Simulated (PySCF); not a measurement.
Isomers of C7H13N, mass 111.105 u with the commonest isotopes. Method used: PBE0-D3(BJ)/def2-SVP geometry optimisation, gas phase (PySCF). One conformer each, none proved a minimum here; rigid rotors.

Question: Order these by rotational constant C, largest first.
A. `[CH2:1]1[CH2:2][CH:3]2[CH2:4][CH2:5][CH2:6][N:7]2[CH2:8]1` with C8–C1–C2–C3 -40°, C1–C2–C3–C4 145°, C2–C3–C4–C5 -93°, C3–C4–C5–C6 -36°
B. `CC=C=C(C)N(C)C`
C. `[H]/[N:8]=[CH:7]\[CH2:6][C:4](=[C:2]([CH3:1])[CH3:3])[CH3:5]` with C2–C4–C6–C7 82°, C4–C6–C7–N8 -126°

Answer: A (1551 MHz), C (1052 MHz), B (975.2 MHz).

Question: Order these by rotational constant A, smallest first.
A. `[CH2:1]1[CH2:2][CH:3]2[CH2:4][CH2:5][CH2:6][N:7]2[CH2:8]1` with C8–C1–C2–C3 -40°, C1–C2–C3–C4 145°, C2–C3–C4–C5 -93°, C3–C4–C5–C6 -36° (hexahydropyrrolizine)
B. `CC=C=C(C)N(C)C`
C. `[H]/[N:8]=[CH:7]\[CH2:6][C:4](=[C:2]([CH3:1])[CH3:3])[CH3:5]` with C2–C4–C6–C7 82°, C4–C6–C7–N8 -126°

Answer: C (2817 MHz), B (3220 MHz), A (3658 MHz).

Question: Order these by out-of-plane moment Σ m c² = (Ia + Ib − Ic)/2, smallest first.
A. `[CH2:1]1[CH2:2][CH:3]2[CH2:4][CH2:5][CH2:6][N:7]2[CH2:8]1` with C8–C1–C2–C3 -40°, C1–C2–C3–C4 145°, C2–C3–C4–C5 -93°, C3–C4–C5–C6 -36°
B. `CC=C=C(C)N(C)C`
C. `[H]/[N:8]=[CH:7]\[CH2:6][C:4](=[C:2]([CH3:1])[CH3:3])[CH3:5]` with C2–C4–C6–C7 82°, C4–C6–C7–N8 -126°

Answer: C (27.00 u·Å²), B (28.94 u·Å²), A (30.01 u·Å²).

| SMILES | point group | Ia (u·Å²) | Ib (u·Å²) | Ic (u·Å²) | κ | μa (D) | μb (D) | μc (D) |
| --- | --- | --- | --- | --- | --- | --- | --- | --- |
| [H]/N=C\CC(C)=C(C)C | C1 | 179.38 | 354.97 | 480.34 | -0.58 | 1.98 | 0.62 | 1.42 |
| CC=C=C(C)N(C)C | C1 | 156.93 | 419.19 | 518.24 | -0.79 | 0.79 | 0.14 | 0.50 |
| C1CC2CCCN2C1 | C1 | 138.15 | 247.77 | 325.91 | -0.54 | 0.05 | 0.44 | 0.83 |
